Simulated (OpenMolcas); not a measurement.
## W3+: moving or changing the point charges

W3+ among 6 point charges of -1.7 e arranged as an octahedron (Oh), 1.99 Å from the ion.
```
   1.9900    0.0000    0.0000  -1.70
   0.0000    1.9900    0.0000  -1.70
  -1.9900    0.0000    0.0000  -1.70
   0.0000   -1.9900    0.0000  -1.70
   0.0000    0.0000    1.9900  -1.70
   0.0000    0.0000   -1.9900  -1.70
```

* Program: OpenMolcas 26.06
* Method: CASSCF
* Basis: ANO-RCC-VDZP [7s6p4d2f1g]
* Scalar Hamiltonian: DKH2, point nucleus
* Active space: 3 electrons in 5 orbitals (5d)
* State averaging: 2S+1 = 4 even, 10 roots; 2S+1 = 2 even, 40 roots
* Spin-orbit coupling: state interaction with AMFI integrals over the reference wave functions

Runs around this geometry, states (labels of O, the rotations of Oh). Energies in cm-1 above the lowest state or level, χT in cm3 K/mol; 10Dq and B are least-squares fits to the states below 45000 cm-1, weighted by degeneracy, with a free offset, and given where the rms deviation is under 5 % of |10Dq| (or 100 cm-1) and under 700 cm-1.

```
R (Å)  q (e)  Ground state  First state of that spin   10Dq  B (rms of fit)  First gap with spin-orbit (degeneracies)  χT at 300 K  First state of another spin
 1.99   -1.1           4A2                 4T2 11124  11466       731 (145)                               9087 (4, 4)        0.700                     2E 13475
 1.89   -1.7           4A2                 4T2 21769  22171       696 (205)                              12010 (4, 4)        1.223                     2E 13000
 1.99   -1.7           4A2                 4T2 17413  17801       707 (189)                              11509 (4, 4)        1.056                     2E 13231
```

Taking |10Dq| as R^-n, n = -ln(17801 / 22171) / ln(1.99 / 1.89) = 4.3 between the shortest and longest distance. The point-charge formula for a cubic d site gives n = 5.

Scaling the charges by -1.1 / -1.7 = 0.65 scales |10Dq| by 11466 / 17801 = 0.64; with fixed orbitals a first-order splitting would follow the charge.

Without dynamic correlation the repulsion within the d shell is too large (B by tens of per cent), so at a given field states of lower spin stand too high. This field is weak: 10Dq is about 11466 cm-1, while octahedral complexes of 5d ions of charge 3 and more, computed by the same method with explicit ligands, had a median near 35000 cm-1. Ground spin and moment need not be those of a real site (figures for R = 1.99, q = -1.1; the like holds for R = 1.99, q = -1.7). This is an electrostatic model: the charges have no orbitals. No measured value stands beside these numbers.
